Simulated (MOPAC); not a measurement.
Input file for MOPAC: PM7 on CH7GeN (SMILES [CH3][GeH2][NH2]), a point of a torsion scan.

```
PM7 1SCF PRECISE CHARGE=0 THREADS=1
CH7GeN

C      1.31748971 1     0.49717254 1     0.01412358 1
Ge    -0.16050154 1    -0.79987378 1     0.00074596 1
N     -1.73984432 1     0.07971455 1     0.13808348 1
H      2.26916681 1     0.01176004 1    -0.17895174 1
H      1.16177128 1     1.25089705 1    -0.75422626 1
H      1.38254142 1     1.00069429 1     0.97568492 1
H     -0.04361559 1    -1.81136082 1     1.11623308 1
H     -0.20527840 1    -1.57470827 1    -1.29080979 1
H     -1.70900167 1     1.08478743 1     0.20538068 1
H     -2.44952353 1    -0.27432827 1     0.75877852 1
```

The log:

```
*******************************************************************************
 **                                                                           **
 **                              MOPAC v23.2.5                                **
 **                                                                           **
 *******************************************************************************
 ** MOPAC's Digital Object Identifier: https://doi.org/10.5281/zenodo.6511958 **
 **                                                                           **
 ** Please cite the open-source release paper for use of this MOPAC version:  **
 ** J. E. Moussa and J. J. P. Stewart (2026)                                  **
 ** MOPAC: An open-source semiempirical molecular orbital program             **
 ** J. Open Source Softw., 11(119), 8025, https://doi.org/10.21105/joss.08025 **
 *******************************************************************************

                              PM7 CALCULATION RESULTS

 *******************************************************************************
 *  PM7        - The PM7 Hamiltonian to be used
 *
 *
 *
 *                 CHARGE ON SYSTEM = 0
 *
 *
 *
 *  PRECISE    - TIGHTER CRITERIA TO BE USED
 *  1SCF       - DO 1 SCF AND THEN STOP
 *  THREADS=1  - MULTI-THREADING NOT USED
 *  T=         - A TIME OF 172800.0 SECONDS REQUESTED
 *  DUMP=N     - RESTART FILE WRITTEN EVERY 7200.0 SECONDS REQUESTED
 *******************************************************************************
PM7 1SCF PRECISE CHARGE=0 THREADS=1
 CH7GeN

   ATOM   CHEMICAL          X               Y               Z
  NUMBER   SYMBOL      (ANGSTROMS)     (ANGSTROMS)     (ANGSTROMS)

     1       C          1.31748971  *   0.49717254  *   0.01412358  *
     2      Ge         -0.16050154  *  -0.79987378  *   0.00074596  *
     3       N         -1.73984432  *   0.07971455  *   0.13808348  *
     4       H          2.26916681  *   0.01176004  *  -0.17895174  *
     5       H          1.16177128  *   1.25089705  *  -0.75422626  *
     6       H          1.38254142  *   1.00069429  *   0.97568492  *
     7       H         -0.04361559  *  -1.81136082  *   1.11623308  *
     8       H         -0.20527840  *  -1.57470827  *  -1.29080979  *
     9       H         -1.70900167  *   1.08478743  *   0.20538068  *
    10       H         -2.44952353  *  -0.27432827  *   0.75877852  *



          CARTESIAN COORDINATES

    NO.       ATOM           X           Y           Z

     1         C          1.3175      0.4972      0.0141
     2        Ge         -0.1605     -0.7999      0.0007
     3         N         -1.7398      0.0797      0.1381
     4         H          2.2692      0.0118     -0.1790
     5         H          1.1618      1.2509     -0.7542
     6         H          1.3825      1.0007      0.9757
     7         H         -0.0436     -1.8114      1.1162
     8         H         -0.2053     -1.5747     -1.2908
     9         H         -1.7090      1.0848      0.2054
    10         H         -2.4495     -0.2743      0.7588

 General Reference for PM7:
 "Optimization of Parameters for Semiempirical Methods VI: More Modifications to the
 NDDO Approximations and Re-optimization of Parameters", J. J. P. Stewart, J. Mol. Mod., 1:32, 19 (2013)
 https://link.springer.com/article/10.1007/s00894-012-1667-x

           Empirical Formula: C H7 N Ge  =    10 atoms



      MOLECULAR POINT GROUP   :   C1


      RHF CALCULATION, NO. OF DOUBLY OCCUPIED LEVELS = 10


 -------------------------------------------------------------------------------
 PM7 1SCF PRECISE CHARGE=0 THREADS=1
 CH7GeN



     1SCF WAS SPECIFIED, SO BFGS WAS NOT USED
     SCF FIELD WAS ACHIEVED


                              PM7 CALCULATION
                                                       MOPAC v23.2.5 Linux




          FINAL HEAT OF FORMATION =         10.65966 KCAL/MOL =      44.60003 KJ/MOL


          COSMO AREA              =        108.66 SQUARE ANGSTROMS
          COSMO VOLUME            =         96.44 CUBIC ANGSTROMS

          IONIZATION POTENTIAL    =          8.819539 EV
          HOMO LUMO ENERGIES (EV) =         -8.820 -0.197
          NO. OF FILLED LEVELS    =         10
          MOLECULAR WEIGHT        =        105.6630         POINT GROUP:  C1

          MOLECULAR DIMENSIONS (Angstroms)

            Atom       Atom       Distance
            H    10    H     4     4.81946
            H     6    H     8     3.56186
            H     7    H     5     3.23300


          SCF CALCULATIONS        =          1





   ATOM   CHEMICAL          X               Y               Z
  NUMBER   SYMBOL      (ANGSTROMS)     (ANGSTROMS)     (ANGSTROMS)

     1       C          1.31748971  *   0.49717254  *   0.01412358  *
     2      Ge         -0.16050154  *  -0.79987378  *   0.00074596  *
     3       N         -1.73984432  *   0.07971455  *   0.13808348  *
     4       H          2.26916681  *   0.01176004  *  -0.17895174  *
     5       H          1.16177128  *   1.25089705  *  -0.75422626  *
     6       H          1.38254142  *   1.00069429  *   0.97568492  *
     7       H         -0.04361559  *  -1.81136082  *   1.11623308  *
     8       H         -0.20527840  *  -1.57470827  *  -1.29080979  *
     9       H         -1.70900167  *   1.08478743  *   0.20538068  *
    10       H         -2.44952353  *  -0.27432827  *   0.75877852  *

                             CARTESIAN COORDINATES

   1    C        1.317489710     0.497172540     0.014123580
   2   Ge       -0.160501540    -0.799873780     0.000745960
   3    N       -1.739844320     0.079714550     0.138083480
   4    H        2.269166810     0.011760040    -0.178951740
   5    H        1.161771280     1.250897050    -0.754226260
   6    H        1.382541420     1.000694290     0.975684920
   7    H       -0.043615590    -1.811360820     1.116233080
   8    H       -0.205278400    -1.574708270    -1.290809790
   9    H       -1.709001670     1.084787430     0.205380680
  10    H       -2.449523530    -0.274328270     0.758778520


           Empirical Formula: C H7 N Ge  =    10 atoms



      MOLECULAR POINT GROUP   :   C1


                  EIGENVALUES
 -34.10445 -24.43795 -17.70836 -15.97848 -14.27141 -14.17779 -12.68762 -11.67008
 -11.01964  -8.81954  -0.19721   0.61781   1.57241   3.82344   5.69131   5.76854
   6.40151   7.00146   7.45258


              NET ATOMIC CHARGES AND DIPOLE CONTRIBUTIONS

  ATOM NO.   TYPE          CHARGE      No. of ELECS.   s-Pop       p-Pop
    1          C          -0.562721        4.5627     1.04450     3.51823
    2         Ge           0.102095        3.8979     1.02157     2.87633
    3          N          -0.826988        5.8270     1.60345     4.22354
    4          H           0.164210        0.8358     0.83579
    5          H           0.172472        0.8275     0.82753
    6          H           0.166773        0.8332     0.83323
    7          H           0.109197        0.8908     0.89080
    8          H           0.134877        0.8651     0.86512
    9          H           0.270597        0.7294     0.72940
   10          H           0.269487        0.7305     0.73051
 DIPOLE           X         Y         Z       TOTAL
 POINT-CHG.     1.583    -1.121     0.428     1.986
 HYBRID        -0.266     0.691     0.800     1.090
 SUM            1.317    -0.430     1.228     1.851


          ATOMIC ORBITAL ELECTRON POPULATIONS

     Atom    s        px        py        pz
    1  C   1.04450   1.14638   1.16568   1.20617
    2 Ge   1.02157   0.74884   0.97382   1.15367
    3  N   1.60345   1.28969   1.22579   1.70806
    4  H   0.83579
    5  H   0.82753
    6  H   0.83323
    7  H   0.89080
    8  H   0.86512
    9  H   0.72940
   10  H   0.73051

 **********************
 *                    *
 * JOB ENDED NORMALLY *
 *                    *
 **********************




 == MOPAC DONE ==
```

The run finished.

Cost: roughly 0.04 core-seconds.
